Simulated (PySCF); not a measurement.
5-(5-fluoropyrimidin-2-yl)thiophene-2-carbaldehyde (C9H5FN2OS), SMILES O=Cc1ccc(-c2ncc(F)cn2)s1.

Coordinates come from a B3LYP-D3(BJ)/def2-SVP optimisation. Other conformers were not sampled.

Two levels are set side by side: TDA-PBE/def2-SVP (PySCF) and TDA-B3LYP/def2-SVP (PySCF). Vertical, same geometry. The lowest singlet is HOMO→LUMO 99 % with PBE and HOMO−1→LUMO 91 % with the other functional; states are paired by order. Differences are taken from unrounded values.

| quantity | TDA-B3LYP | TDA-PBE | TDA-PBE minus TDA-B3LYP |
|---|---|---|---|
| lowest singlet excitation (eV) | 3.41 | 2.66 | -0.75 |
| lowest triplet excitation (TDA) (eV) | 2.61 | 2.38 | -0.23 |
| first bright state (f over 0.05) (eV) | 4.25 | 3.93 | -0.33 |
| its oscillator strength | 0.65 | 0.20 | -0.45 |

Functionals without exact exchange tend to place singlet excitations lower, as here. Differences between two approximate levels are no errors against the true value.

Rough cost on one machine, each run with all the roots and properties that it gave: TDA-B3LYP against TDA-PBE about 2 times.
